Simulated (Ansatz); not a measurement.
Geometry optimisation, Ansatz, RKS BLYP/def2-SVP.

input.yaml

```yaml
crystal:
  periodic: [false, false, false]
  atoms:
    - { symbol: Ge, position_ang: [-0.083061, -0.155844, 0.023697] }
    - { symbol: Cl, position_ang: [-0.076522, -0.354824, 2.230226] }
    - { symbol: O, position_ang: [1.558343, -0.145719, -0.665403] }
    - { symbol: H, position_ang: [1.933923, -1.048207, -0.626635] }
    - { symbol: O, position_ang: [-0.86052, 1.355501, -0.509565] }
    - { symbol: H, position_ang: [-1.741335, 1.134242, -0.875521] }
    - { symbol: O, position_ang: [-1.018042, -1.565319, -0.586599] }
    - { symbol: H, position_ang: [-1.390802, -2.071253, 0.164652] }
    - { symbol: H, position_ang: [1.239496, 2.10134, 0.898261] }
    - { symbol: H, position_ang: [1.143519, 1.812483, 1.550387] }
basis:
  gaussian: { orbitals: def2-SVP }
hamiltonian:
  xc: blyp
relax:
  f_tol: 0.03
  max_steps: 50
```

Command:

```bash
$ ansatz run input.yaml --threads 4 --pin off --max-ram 5120MiB --backend cpu --events-out ev --progress --plain --runs-dir out
```

Where does it end, and by what steps?

The run converged. The force dipped under the threshold on the way, but the program's further checks kept it going. After 40 steps the energy has fallen by 0.261 eV; H9 moved furthest, 1.79 Å.

```
step  energy less start (eV)  largest force component (eV/Å)  accepted
   0                  0.0000                           1.557       yes
   2                 -0.1595                           0.098       yes
   4                 -0.1686                           0.442        no
   6                 -0.1851                           0.652        no
   8                 -0.1978                           0.278       yes
  10                 -0.2053                           0.109       yes
  12                 -0.2077                           0.156       yes
  14                 -0.2099                           0.355       yes
  16                 -0.2172                           0.052       yes
  18                 -0.2235                           0.193       yes
  20                 -0.2264                           0.161       yes
  22                 -0.2300                           0.280       yes
  24                 -0.2461                           0.135       yes
  26                 -0.2480                           0.071       yes
  28                 -0.2532                           0.247       yes
  30                 -0.2546                           0.214        no
  32                 -0.2589                           0.035       yes
  34                 -0.2597                           0.015       yes
  36                 -0.2601                           0.007       yes
  38                 -0.2604                           0.059       yes
  40                 -0.2606                           0.016       yes
```

```xyz
10
Properties=species:S:1:pos:R:3
Ge -0.392 -0.552 -0.277
Cl -0.220 0.022 1.847
O 1.196 -1.057 -0.908
H 1.876 -0.377 -0.727
O -0.986 0.827 -1.235
H -1.801 1.201 -0.842
O -1.536 -1.906 -0.457
H -1.260 -2.672 0.085
H 2.162 3.080 2.074
H 1.666 2.497 2.044
```

Whether the end is a true minimum wasn't checked by a vibrational analysis.

Time of the run: 59 s on 4 threads of Arm Neoverse V1, with other jobs on the host, peak memory 0.18 GiB.
